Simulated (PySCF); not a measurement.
## From a computed spectrum to the compound

A species of 7 atoms with charge 2 has these harmonic modes (BP86, small Gaussian bases with core potentials, PySCF 2.14.0):

| cm⁻¹ | km/mol | symmetry |
| --- | --- | --- |
| -16 | – | e |
| -16 | – | e |
| 120 | 0.0 | b1 |
| 304 | 0.0 | a1 |
| 312 | 23.4 | b2 |
| 525 | 0.0 | e |
| 525 | 0.0 | e |
| 538 | 408.9 | e |
| 538 | 408.9 | e |
| 1636 | 195.5 | b2 |
| 1638 | 0.0 | a1 |
| 3590 | 457.0 | b2 |
| 3594 | 0.0 | a1 |
| 3643 | 253.8 | e |
| 3643 | 253.8 | e |

(1) Which species is it, and in which structure?

## Answers

(1) [Dy(H2O)2]2+ (singlet in the valence; each metal's 4f electrons, 10 of them, lie in its core potential, out of spins and levels):
```xyz
7

Dy    0.0000    0.0000    0.0000
O     0.0000    0.0000    2.4395
H     0.5456    0.5456    3.0538
H    -0.5456   -0.5456    3.0538
O     0.0000    0.0000   -2.4395
H     0.5456   -0.5456   -3.0538
H    -0.5456    0.5456   -3.0538
```
 Negative wavenumbers this small are taken as noise. An lcecp potential fixes the number of 4f electrons, so in runs with it no electron can move into or out of that shell; real Dy(II) is rare or takes another configuration.
 The answer isn't unique; the calculation gave this one.
